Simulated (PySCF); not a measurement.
Some computed properties have been withheld. Give your best values.

Compound: ethyl butanoate, C₆H₁₂O₂.
Numbering: `[CH3:1][CH2:2][CH2:3][C:4](=[O:5])[O:6][CH2:7][CH3:8]` (hydrogens: H9, H10, H11 on C1; H12, H13 on C2; H14, H15 on C3; H16, H17 on C7; H18, H19, H20 on C8)

Conformer (atom-mapped SMILES and torsion angles): `[CH3:1][CH2:2][CH2:3][C:4](=[O:5])[O:6][CH2:7][CH3:8]`: C1–C2–C3–C4 178°, C2–C3–C4–O5 -89°, C3–C4–O6–C7 -178°, C4–O6–C7–C8 -83°.

```json
{"property": "point group", "level": "PBE0-D3(BJ)/def2-SVP", "value": "?"}
{"property": "rotational constants A, B, C", "level": "PBE0-D3(BJ)/def2-SVP", "value": "5.555, 0.894, 0.842 GHz"}
{"property": "dipole moment", "level": "CAM-B3LYP/def2-SVPD", "value": "1.89 D"}
{"property": "HOMO energy", "level": "CAM-B3LYP/def2-SVPD", "value": "-9.39 eV"}
{"property": "LUMO energy", "level": "CAM-B3LYP/def2-SVPD", "value": "?"}
{"property": "lowest singlet excitation", "level": "TDDFT CAM-B3LYP/def2-SVPD", "value": "5.89 eV (210 nm, f = 0.002)"}
{"property": "strongest line among the 10 lowest singlet transitions", "level": "TDDFT CAM-B3LYP/def2-SVPD", "value": "S3 at 8.12 eV (153 nm, f = 0.136)"}
{"property": "lowest triplet excitation (Tamm–Dancoff)", "level": "TDA CAM-B3LYP/def2-SVPD", "value": "5.39 eV"}
{"property": "static isotropic polarisability", "level": "CAM-B3LYP/def2-SVPD", "value": "?"}
{"property": "vertical ionisation energy", "level": "ΔSCF CAM-B3LYP/def2-SVPD", "value": "10.19 eV"}
{"property": "electronic spatial extent ⟨r²⟩ about the centre of nuclear charge", "level": "CAM-B3LYP/def2-SVPD", "value": "?"}
{"property": "13C chemical shifts (computed TMS as zero) by class", "level": "GIAO PBE0/pcSseg-1", "value": "?"}
{"property": "1H chemical shifts (computed TMS as zero) by class", "level": "GIAO PBE0/pcSseg-1", "value": "?"}
{"property": "isotropic shieldings of nuclei other than C and H, by class", "level": "GIAO PBE0/pcSseg-1", "value": "?"}
```

Electronic properties: PySCF, gas phase, density fitting. One conformer (not necessarily the lowest) at the PBE0-D3(BJ)/def2-SVP geometry, without solvent or vibrations. NMR classes are plain means over equivalent atoms (diastereotopic ones count apart unless rotation or inversion swaps them), as if these changed places fast; in this geometry the members of some classes differ.

(1) The 13C chemical shifts (computed TMS as zero) by class?

(2) Give the static isotropic polarisability.

(3) Give the isotropic shieldings of nuclei other than C and H, by class.

(4) The LUMO energy?

(5) What is the point group?

(6) What are the 1H chemical shifts (computed TMS as zero) by class?

(7) Give the electronic spatial extent ⟨r²⟩ about the centre of nuclear charge.

Results:

(1) 178.1 (C4), 60.8 (C7), 40.8 (C3), 24.6 (C2), 16.9 (C1), 15.8 (C8) ppm.

(2) 81.2 au.

(3) -99 (O5), 116 (O6) ppm.

(4) 1.22 eV.

(5) C1.

(6) 3.99 (H16/H17), 1.94 (H14/H15), 1.52 (H12/H13), 1.20 (H18/H19/H20), 1.03 (H9/H10/H11) ppm.

(7) 1462 bohr².

The 10 singlets span 5.89 to 9.19 eV, and their oscillator strengths add up to 0.29. The rotational constants make it an asymmetric top with κ = (2B − A − C)/(A − C) = -0.98, nearer the prolate limit (−1). The polarisability is 12.04 Å³ as a volume (1 au = 0.148185 Å³), or 1.27 au for each of the 64 electrons. The vertical singlet–triplet gap S1 − T1 is 0.50 eV (TDDFT singlet less Tamm–Dancoff triplet; S1: HOMO→LUMO+1, weight 0.60, beside HOMO→LUMO, weight 0.31; T1: HOMO→LUMO+1, weight 0.60). A dipole of 1.89 D is allowed in C1, and pure rotational transitions are dipole-allowed.

For the TDDFT job (CAM-B3LYP/def2-SVPD), the run took 4.7 min wall on Arm Neoverse V1, one thread, on a shared host.
